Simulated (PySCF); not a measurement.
CH7Si2, SMILES [SiH2]C[SiH3], multiplicity 2.

The structure is a stationary point at B3LYP-D3(BJ)/def2-SVP. The isomer is the one that the SMILES or the coordinates give; other isomers of the formula were not compared.

Computed with B3LYP-D3(BJ)/def2-SVP run with PySCF.

Frequencies are harmonic and unscaled.

Q: List the normal modes with their intensities. (An estimate is asked for; the answer gives what the named calculation found.)

A: 
```csv
mode,ν (cm⁻¹),IR (km/mol),moving atoms (share of kinetic energy)
1,95,0.0,H 97 %
2,141,0.3,"H 83 %, C 14 %"
3,174,0.5,"Si 57 %, H 25 %, C 18 %"
4,465,3.2,H 95 %
5,542,0.8,"Si 39 %, H 38 %, C 23 %"
6,571,0.1,H 91 %
7,592,4.4,H 91 %
8,755,78.6,"C 40 %, H 36 %, Si 24 %"
9,762,62.7,"H 55 %, C 31 %, Si 14 %"
10,811,104.0,"H 67 %, C 24 %, Si 9 %"
11,920,247.3,H 95 %
12,949,93.4,H 92 %
13,955,55.3,H 96 %
14,959,43.0,H 97 %
15,1006,6.1,H 94 %
16,1072,47.1,"H 66 %, C 32 %"
17,1374,7.0,H 92 %
18,2170,116.7,H 98 %
19,2194,113.0,H 96 %
20,2216,118.8,H 97 %
21,2221,101.3,H 97 %
22,2223,112.0,H 96 %
23,3020,1.1,H 94 %
24,3088,0.4,"H 91 %, C 9 %"
```
